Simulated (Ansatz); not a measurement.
Consider the ligand exchange at the Si–C bond: `C[Si@H]1C[C@H]1F` + HCl → `F[C@H]1C[Si@@H]1Cl` + CH₄.

Calculated with Ansatz (gas phase, PBE0-D4/def2-TZVP geometries, no zero-point term in ΔE). CBS: MP2 limit from def2 TZ/QZ plus the TZ coupled-cluster correction, frozen cores. This one scheme is used for every species. Functionals use def2-TZVPP.

Question: Is it downhill or uphill in electronic energy at CCSD(T)/CBS, and by how much? (An estimate is asked.)

Answer: Ansatz gave: Downhill: ΔE = -22.3 kcal/mol.

Question: What do these levels give: PBE-D4, r2SCAN-D4, ωB97X-V, PBE, PBE0, CCSD/def2-TZVPP? (Estimate.)

Answer: Ansatz gave: PBE-D4 -22.2, r2SCAN-D4 -23.3, ωB97X-V -22.4, PBE -22.4, PBE0 -22.5, CCSD/def2-TZVPP -21.6 kcal/mol.

Largest T1 diagnostic among the species: 0.011.

In def2-TZVPP, CCSD(T) changes the Hartree–Fock value by +2.9 kcal/mol (the triples alone add +0.1 kcal/mol) and MP2 by +1.8 kcal/mol.
